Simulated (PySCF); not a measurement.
# Two-component Hartree-Fock for Rh²⁺ (rhodium, charge +2)

Start: [Kr] 4d6 5p1; 4d3/2 filled at m_j = +3/2; 4d5/2 filled at m_j = -3/2, -1/2, +1/2, +3/2, +5/2; 5p3/2 filled at m_j = +3/2. Calculated with PySCF 2.14 in x2c-SVPall-2c with one added diffuse shell each of s, p, d type (7s9p7d1f, 76 functions): generalised Hartree-Fock with the X2C-1e Hamiltonian and a Gaussian nucleus; one run each with spin-orbit coupling (SO) switched off, then screened by Boettger's factors. This is a chosen level, not necessarily the ground level.

```csv
spinor shell,electrons,"ε, spin-free (eV)","ε, screened SO (eV)",weight of nominal j (screened SO),"rms radius, screened SO (bohr)"
1s1/2,2,-23366.4,-23364.9,1.000,0.0375
2s1/2,2,-3492.5,-3492.1,1.000,0.154
2p1/2,2,-3127.0,-3227.2,1.000,0.134
2p3/2,4,-3127.0,-3080.3,1.000,0.138
3s1/2,2,-682.20,-682.10,1.000,0.415
3p1/2,2,-558.71,-576.61,1.000,0.411
3p3/2,4,-558.71,-550.35,1.000,0.422
3d3/2,4,-361.32,-364.61,0.976,0.401
3d5/2,6,-361.32,-359.04,0.984,0.405
4s1/2,2,-128.33,-128.33,1.000,1.04
4p1/2,2,-90.288,-96.580,0.726,1.14
4p3/2,4,-90.288,-87.271,0.863,1.15
4d5/2,5,-38.974,-39.784,0.556,1.49
4d3/2,1,-38.974,-35.274,0.762,1.51
5p3/2,1,-18.191,-18.065,1.000,3.52
```

| quantity | spin-free | screened SO |
| --- | --- | --- |
| E (hartree) | -4779.15679 | -4779.87859 |
| M_J | 11/2 | 11/2 |
| ⟨J²⟩ | 35.755 | 35.759 |
| ⟨L²⟩ | 12.004 | 12.125 |
| ⟨S²⟩ | 8.751 | 8.694 |

Each row is a mean over spinors that exchange with the open shell spreads, by up to 10.521 eV (4p3/2).

Rows whose weight is well below 1 are mixtures of j = l ± 1/2: exchange outweighs spin-orbit coupling there, and the label is only the starting occupation.

Breit and QED terms are absent; they matter most for the inner s and p1/2 levels.

Densities and radii are taken from the X2C orbitals without a picture-change correction, which distorts them close to the nucleus.

Without spin-orbit coupling the j labels of p, d and f shells carry no meaning; the spin-free column gives the mean over the occupied spinors of each nl shell.
